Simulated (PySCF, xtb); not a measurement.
C2H5FO2Si, SMILES O=CC[Si@H](O)F.

GFN2-xTB in xtb at its own geometry gives an orbital gap of 3.80 eV and a dipole moment of 2.56 D.

Geometry optimised at B3LYP-D3(BJ)/def2-SVP. The structure was generated by enumeration; whether it is a known compound was not checked. One conformer was computed; it need not be the lowest.

### Question
What does PBE/def2-TZVP (PySCF) give? (The exact figures need the calculation; the answer reports its results.)

### Answer
gap 3.91 eV (levels -6.51 and -2.60 eV), dipole 3.22 D.
